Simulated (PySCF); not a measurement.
NMR data simulated for an unnamed compound:

1H NMR (500 MHz, computed): δ 7.16 (m, 1H), 7.08 (m, 1H), 5.07 (m, 1H), 5.01 (m, 1H), 4.96 (t, 2H), 2.24 (t, 2H), 1.81 (s, 3H).

13C{1H} NMR (computed): δ 147.9 (C), 147.5 (CH), 142.0 (CH), 116.9 (CH2), 30.1 (CH2), 28.0 (CH3).

Relativity neglected, one computed conformer, one averaged value for each set of equivalent atoms, no solvent model. Shieldings: GIAO PBE0/pcSseg-1; geometry from GFN2-xTB; PySCF.

Shifts are taken against calculated references (same method and geometry level): TMS for 1H (31.72 ppm) and 13C (186.93 ppm).

Task: Which of these does the molecule contain: a Si–CH3 group, a non-aromatic C=C double bond, a Si–H bond, an amide, a nitrile?

Result: 
- A Si–CH3 group: no.
- A non-aromatic C=C double bond: yes.
- A Si–H bond: yes (δH 4.96 (t)).
- An amide: no.
- A nitrile: no.

The data belong to `C=C(C)C[SiH2]O/C=C/F`, C6H11FOSi; they needn't prove each group on their own.

Carbon signals by region: 4 in the sp2 and nitrile region (100–160 ppm), 2 below 50 ppm.

Splittings by 19F in the carbon and heteronuclear signals aren't shown, as no couplings were computed. Shifts are as computed. Against solution values, carbons near 30 ppm lie about +3 ppm off and those near 130 ppm about +5 ppm. Of 1211 compounds with measured shifts, 218 miss one by over three times the rms of a fit or turn the order of signals round; such compounds aren't used in these exercises. Multiplicities follow the n + 1 count of equivalent neighbours, as no J values were calculated; m marks all less simple cases, F and P coupling included.
